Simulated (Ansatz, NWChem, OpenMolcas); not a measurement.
## A ladder of methods for GeSiH4F2 (SMILES F[SiH](F)[GeH3])

GeSiH4F2 has 8 atoms, charge 0, and is taken as a singlet. As SMILES, `F[SiH](F)[GeH3]`. Geometry: relaxed at PBE0-D4/def2-TZVP.

| atom | x (Å) | y (Å) | z (Å) |
| --- | --- | --- | --- |
| F | 1.3018 | -1.4186 | 1.1974 |
| Si | 1.1399 | -0.1266 | 0.2809 |
| F | 1.9831 | -0.3864 | -1.0447 |
| Ge | -1.1515 | 0.1644 | -0.2813 |
| H | 1.7765 | 1.0042 | 0.9949 |
| H | -1.9700 | 0.3896 | 0.9988 |
| H | -1.6823 | -1.0766 | -1.0112 |
| H | -1.3055 | 1.3929 | -1.1904 |

Quantity: the vertical energy of the triplet above the singlet, in eV. The values are calculated.

| level | kind | program | value (eV) | CPU time (all runs) |
| --- | --- | --- | --- | --- |
| SVWN5/def2-SVP | LDA | Ansatz | 6.07 | 9.2 s |
| revPBE/def2-SVP | GGA | Ansatz | 6.00 | 20 s |
| TPSS/def2-SVP | meta-GGA | OpenMolcas | 6.15 | 3.1 min |
| r2SCAN/def2-SVP | meta-GGA | Ansatz | 6.18 | 63 s |
| B3LYP/def2-SVP | global hybrid | NWChem | 6.40 | 52 s |
| HSE06/def2-SVP | range-separated hybrid | Ansatz | 6.31 | 24 s |
| PBE-QIDH/def2-SVP | double hybrid | Ansatz | 6.71 | 24 s |
| MP2/def2-SVP | perturbation theory | Ansatz | 6.92 | 26 s |

All-electron rows without a relativistic Hamiltonian named are non-relativistic. The values span 6.00 to 6.92 eV. A triplet this far above the singlet is often a Rydberg-like or dissociative state; sets without diffuse functions put Rydberg states too high. In the correlated wave-function rows the outer d shell of Ge is correlated, in sets not made for it. CPU times are rough (shared hosts, several kinds of processor and program).
